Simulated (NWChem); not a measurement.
Molecule: C4H4O2; SMILES C=C1OC=CO1

```xyz
10

C      0.0000     0.0000     2.0620
C      0.0000     0.0000     0.7290
O      0.0000     1.1222    -0.0711
C      0.0000     0.6650    -1.3795
C      0.0000    -0.6650    -1.3795
O      0.0000    -1.1222    -0.0711
H      0.0000    -0.9362     2.6023
H      0.0000     0.9362     2.6023
H      0.0000     1.4099    -2.1576
H      0.0000    -1.4099    -2.1576
```
Atoms are numbered in this order, from 1.

Program: NWChem. Pople sets run with spherical d functions. The geometry was optimised at B3LYP/6-31G* (spherical d). Level: B3LYP/6-31G* with SMD (1 M gas to 1 M solution), gas-phase geometry.

What does the run give for solvent water? Quantities: solvation free energy (kcal/mol); cavity-dispersion-structure term (kcal/mol); dipole in solution (D).


```yaml
solvation free energy (kcal/mol): -1.0
cavity-dispersion-structure term (kcal/mol): 5.2
dipole in solution (D): 2.97
```
